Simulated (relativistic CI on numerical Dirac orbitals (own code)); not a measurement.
**Electric-dipole transitions in Ce¹¹⁺**

Computed by Dirac-Coulomb-Breit CI, orbitals from a KLI potential per configuration, a model potential for QED, unscaled Slater integrals (own radial code, finite nucleus).

CI space (outside the closed core [Kr]): 4d¹⁰5s, 4d¹⁰5p, 4d¹⁰4f, 4d¹⁰5d, 4d¹⁰5f, 4d⁹5s4f, 4d¹⁰5g, 4d¹⁰6s, 4d¹⁰6p, 4d⁹5s², 4d¹⁰6d. Double excitations out of closed p, d and f shells are left out; levels of such configurations are missing from the list, as are those of other unlisted configurations, and high levels can miss mixing partners.

```tsv
λ vac (nm)	Lower	Upper	A (s⁻¹)	gf	Branching (%)
8.5289	4d¹⁰5s ²S1/2 [1]	4d⁹5s4f ²P°3/2 [57]	3.76e+12	1.64e+01	99.9
8.5302	4d¹⁰5s ²S1/2 [1]	4d⁹5s4f ²P°1/2 [56]	3.74e+12	8.17e+00	99.9
10.847	4d¹⁰5s ²S1/2 [1]	4d⁹5s4f ²D°3/2 [46]	4.64e+08	3.27e-03	99.5
10.921	4d¹⁰5s ²S1/2 [1]	4d⁹5s4f ²D°3/2 [43]	6.18e+08	4.42e-03	99.7
11.035	4d¹⁰5s ²S1/2 [1]	4d⁹5s4f ⁴D°3/2 [38]	2.59e+09	1.89e-02	99.8
11.078	4d¹⁰5s ²S1/2 [1]	4d⁹5s4f ⁴D°1/2 [35]	3.80e+09	1.40e-02	99.9
11.703	4d¹⁰5s ²S1/2 [1]	4d⁹5s4f ⁴P°3/2 [16]	4.24e+08	3.48e-03	99.8
13.387	4d¹⁰4f ²F°5/2 [2]	4d¹⁰5g ²G7/2 [31]	1.30e+11	2.79e+00	87.5
13.428	4d¹⁰5s ²S1/2 [1]	4d¹⁰6p ²P°3/2 [12]	1.52e+10	1.64e-01	37.6
13.434	4d¹⁰4f ²F°7/2 [3]	4d¹⁰5g ²G7/2 [31]	4.83e+09	1.05e-01	3.3
13.435	4d¹⁰4f ²F°7/2 [3]	4d¹⁰5g ²G9/2 [30]	1.35e+11	3.66e+00	90.9
13.718	4d¹⁰5s ²S1/2 [1]	4d¹⁰6p ²P°1/2 [9]	2.23e+10	1.26e-01	47.2
13.857	4d¹⁰5d ²D3/2 [6]	4d⁹5s4f ²P°1/2 [56]	1.17e+09	6.76e-03	0.0
13.891	4d¹⁰4f ²F°5/2 [2]	4d¹⁰6d ²D5/2 [20]	2.49e+08	4.31e-03	1.4
13.941	4d¹⁰4f ²F°7/2 [3]	4d¹⁰6d ²D5/2 [20]	4.94e+09	8.64e-02	26.9
13.949	4d¹⁰4f ²F°5/2 [2]	4d¹⁰6d ²D3/2 [18]	5.08e+09	5.92e-02	25.1
13.978	4d¹⁰5d ²D5/2 [7]	4d⁹5s4f ²P°3/2 [57]	1.11e+09	1.31e-02	0.0
19.438	4d¹⁰6s ²S1/2 [8]	4d⁹5s4f ²P°3/2 [57]	1.14e+09	2.57e-02	0.0
19.445	4d¹⁰6s ²S1/2 [8]	4d⁹5s4f ²P°1/2 [56]	9.96e+08	1.13e-02	0.0
19.934	4d¹⁰5p ²P°1/2 [4]	4d¹⁰6s ²S1/2 [8]	2.33e+10	2.77e-01	31.5
21.506	4d¹⁰5p ²P°3/2 [5]	4d¹⁰6s ²S1/2 [8]	5.06e+10	7.01e-01	68.5
32.352	4d¹⁰4f ²F°5/2 [2]	4d¹⁰5d ²D5/2 [7]	4.66e+08	4.39e-02	1.1
32.627	4d¹⁰4f ²F°7/2 [3]	4d¹⁰5d ²D5/2 [7]	9.27e+09	8.88e-01	21.9
33.037	4d¹⁰4f ²F°5/2 [2]	4d¹⁰5d ²D3/2 [6]	9.53e+09	6.24e-01	19.1
33.981	4d¹⁰5p ²P°1/2 [4]	4d¹⁰5d ²D3/2 [6]	3.53e+10	2.45e+00	70.8
34.005	4d¹⁰5d ²D3/2 [6]	4d¹⁰6p ²P°3/2 [12]	2.30e+09	1.60e-01	5.7
34.665	4d¹⁰5d ²D3/2 [6]	4d¹⁰5f ²F°5/2 [10]	5.18e+10	5.60e+00	93.6
34.763	4d¹⁰5d ²D5/2 [7]	4d¹⁰6p ²P°3/2 [12]	2.06e+10	1.49e+00	51.0
35.318	4d¹⁰5d ²D5/2 [7]	4d¹⁰5f ²F°7/2 [11]	5.33e+10	7.98e+00	100.0
35.453	4d¹⁰5d ²D5/2 [7]	4d¹⁰5f ²F°5/2 [10]	3.52e+09	3.98e-01	6.4
35.928	4d¹⁰5d ²D3/2 [6]	4d¹⁰6p ²P°1/2 [9]	2.36e+10	9.15e-01	50.0
37.876	4d¹⁰5p ²P°3/2 [5]	4d¹⁰5d ²D5/2 [7]	3.25e+10	4.20e+00	77.0
38.819	4d¹⁰5p ²P°3/2 [5]	4d¹⁰5d ²D3/2 [6]	5.04e+09	4.56e-01	10.1
51.800	4d¹⁰5s ²S1/2 [1]	4d¹⁰5p ²P°3/2 [5]	7.39e+09	1.19e+00	100.0
64.176	4d¹⁰5f ²F°5/2 [10]	4d¹⁰5g ²G7/2 [31]	1.32e+10	6.54e+00	8.9
64.621	4d¹⁰5f ²F°7/2 [11]	4d¹⁰5g ²G7/2 [31]	4.81e+08	2.41e-01	0.3
64.642	4d¹⁰5f ²F°7/2 [11]	4d¹⁰5g ²G9/2 [30]	1.35e+10	8.43e+00	9.1
73.599	4d¹⁰6p ²P°1/2 [9]	4d¹⁰6d ²D3/2 [18]	9.38e+09	3.05e+00	46.5
77.680	4d¹⁰5f ²F°5/2 [10]	4d¹⁰6d ²D5/2 [20]	2.03e+08	1.10e-01	1.1
78.332	4d¹⁰5f ²F°7/2 [11]	4d¹⁰6d ²D5/2 [20]	4.01e+09	2.21e+00	21.9
79.537	4d¹⁰5f ²F°5/2 [10]	4d¹⁰6d ²D3/2 [18]	4.11e+09	1.56e+00	20.3
81.207	4d¹⁰6p ²P°3/2 [12]	4d¹⁰6d ²D5/2 [20]	8.93e+09	5.29e+00	48.6
83.239	4d¹⁰6p ²P°3/2 [12]	4d¹⁰6d ²D3/2 [18]	1.39e+09	5.78e-01	6.9
115.36	4d¹⁰6s ²S1/2 [8]	4d¹⁰6p ²P°3/2 [12]	2.33e+09	1.86e+00	5.8
140.94	4d¹⁰6s ²S1/2 [8]	4d¹⁰6p ²P°1/2 [9]	1.29e+09	7.67e-01	2.7
```

Terms are leading LS components. Brackets give the number of a level in order of energy, since labels repeat. The list gives strong lines, with weight on those to low levels, without lines whose two gauges differ by over a factor of 2.5. Levels whose partners in the same complex of configurations lie outside the list can be far off, and so can their lines. Rates are taken at the computed energies, electric ones in the length gauge.

At this charge transitions that keep the count of f electrons are usually good to a few per cent. Levels and lines within the n = 5 or 6 shells can be off by up to 10 % or somewhat more, and those that change n by about 2 %, since core polarisation is missing. Levels that differ in their count of f electrons can be misplaced by several ten thousand cm⁻¹, since the correlation energy of f electrons is missing or only estimated; rates across such gaps can be off by orders of magnitude.

From the table, what is the radiative lifetime of 4d¹⁰6d ²D5/2?

The listed rates from this level add up to about 1.83e+10 s⁻¹, 100 % of its decay; with all channels τ = 5.45e-11 s.

LS names give the leading component of a level, which can be under half, so a name can repeat, a term be missing and a line seem to break the LS rules.
